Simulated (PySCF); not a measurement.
UHF on Ar(3+) (argon, charge +3)

Configuration: [Ne] 3s2 3p3, high-spin 4S determinant. Computed with PySCF 2.14 in pcseg-2, with no relativity, point nucleus.

| Quantity | Value |
| --- | --- |
| Total energy | -523.851912 hartree |
| One-electron energy | -698.9765 hartree |
| Hartree (Coulomb) energy | 204.1714 hartree |
| Exchange energy | -29.0467 hartree |
| Kinetic energy | 524.30220 hartree |
| ⟨S²⟩ | 3.7507 |
| ⟨L²⟩ | 0.000 |
| Sum of ⟨r⟩ | 10.05 bohr |
| Sum of ⟨r²⟩ | 12.16 bohr² |
| Density at the nucleus (Gaussians lack the cusp) | 3750 bohr⁻³ |
| Spin density at the nucleus | 0.751 bohr⁻³ |
| Langevin diamagnetic susceptibility | -9.63 ×10⁻⁶ cm³/mol |
| Time after the integrals | 0.11 s of wall time on 1 thread of Neoverse-N1 (shared host) |

```
shell  electrons  mean orbital energy (hartree)  rms radius, mean of both spins (bohr)
 1s α          1                     -120.41103                                 0.0999
 1s β          1                     -120.35557                                 0.0999
 2s α          1                      -14.09339                                  0.448
 2s β          1                      -14.04196                                  0.448
 2p α          3                      -11.36134                                  0.417
 2p β          3                      -11.26822                                  0.417
 3s α          1                       -2.93261                                   1.40
 3s β          1                       -2.47868                                   1.40
 3p α          3                       -2.17511                                   1.50
```
